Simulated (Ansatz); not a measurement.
C4H16N4Zr (`C[NH][Zr]([NH]C)([NH]C)[NH]C`) at its PBE0-D4/def2-TZVP geometry, where that method's forces vanish. Charge 0, multiplicity 1. Zr takes the def2 core potential.

```
atom   x (Å)   y (Å)   z (Å)
  C1  -0.689   2.963  -0.009
  N2   0.189   1.905   0.437
 Zr3  -0.043  -0.136   0.391
  N4  -2.015  -0.699   0.427
  C5  -2.965  -0.302  -0.589
  N6   0.973  -0.965   1.961
  C7   1.954  -2.022   2.071
  N8   0.761  -0.870  -1.345
  C9   1.770  -0.342  -2.236
 H10  -1.025   3.612   0.811
 H11  -1.591   2.539  -0.460
 H12  -0.225   3.604  -0.770
 H13   1.021   2.287   0.871
 H14  -2.449  -1.272   1.137
 H15  -3.771   0.334  -0.199
 H16  -3.430  -1.159  -1.094
 H17  -2.460   0.277  -1.372
 H18   0.805  -0.538   2.867
 H19   2.141  -2.449   1.083
 H20   1.619  -2.841   2.722
 H21   2.918  -1.666   2.458
 H22   0.345  -1.710  -1.732
 H23   1.377  -0.108  -3.234
 H24   2.174   0.588  -1.828
 H25   2.616  -1.030  -2.368
```

Q: For each bond, give half the difference of the two atoms' forces along it (eV/Å; positive pushes the atoms apart) under PBE-D4, r2SCAN-D4, B3LYP-D4, ωB97M-V in def2-TZVPP. (Best estimate.)

A: Ansatz gave: 
```json
{"bond": "C1–N2", "length (Å)": "1.446", "PBE-D4": "0.06", "r2SCAN-D4": "0.15", "B3LYP-D4": "0.22", "ωB97M-V": "0.33"}
{"bond": "C1–H10", "length (Å)": "1.098", "PBE-D4": "0.10", "r2SCAN-D4": "-0.04", "B3LYP-D4": "-0.08", "ωB97M-V": "-0.14"}
{"bond": "C1–H11", "length (Å)": "1.094", "PBE-D4": "0.11", "r2SCAN-D4": "-0.03", "B3LYP-D4": "-0.09", "ωB97M-V": "-0.08"}
{"bond": "N2–Zr3", "length (Å)": "2.055", "PBE-D4": "-0.09", "r2SCAN-D4": "-0.03", "B3LYP-D4": "0.02", "ωB97M-V": "-0.05"}
{"bond": "N2–H13", "length (Å)": "1.013", "PBE-D4": "0.24", "r2SCAN-D4": "0.00", "B3LYP-D4": "-0.09", "ωB97M-V": "-0.10"}
{"bond": "N4–H14", "length (Å)": "1.010", "PBE-D4": "0.22", "r2SCAN-D4": "-0.02", "B3LYP-D4": "-0.10", "ωB97M-V": "-0.10"}
{"bond": "C5–H15", "length (Å)": "1.098", "PBE-D4": "0.10", "r2SCAN-D4": "-0.04", "B3LYP-D4": "-0.08", "ωB97M-V": "-0.14"}
{"bond": "C5–H16", "length (Å)": "1.098", "PBE-D4": "0.11", "r2SCAN-D4": "-0.04", "B3LYP-D4": "-0.08", "ωB97M-V": "-0.14"}
{"bond": "C5–H17", "length (Å)": "1.097", "PBE-D4": "0.11", "r2SCAN-D4": "-0.03", "B3LYP-D4": "-0.09", "ωB97M-V": "-0.08"}
{"bond": "N6–C7", "length (Å)": "1.446", "PBE-D4": "0.06", "r2SCAN-D4": "0.15", "B3LYP-D4": "0.22", "ωB97M-V": "0.34"}
{"bond": "N6–H18", "length (Å)": "1.015", "PBE-D4": "0.26", "r2SCAN-D4": "0.02", "B3LYP-D4": "-0.08", "ωB97M-V": "-0.10"}
{"bond": "C7–H21", "length (Å)": "1.098", "PBE-D4": "0.10", "r2SCAN-D4": "-0.05", "B3LYP-D4": "-0.08", "ωB97M-V": "-0.13"}
{"bond": "N8–C9", "length (Å)": "1.446", "PBE-D4": "0.06", "r2SCAN-D4": "0.15", "B3LYP-D4": "0.22", "ωB97M-V": "0.33"}
{"bond": "N8–H22", "length (Å)": "1.014", "PBE-D4": "0.24", "r2SCAN-D4": "0.00", "B3LYP-D4": "-0.09", "ωB97M-V": "-0.09"}
```

B3LYP here is the variant with VWN-RPA as its local correlation; programs differ in this.
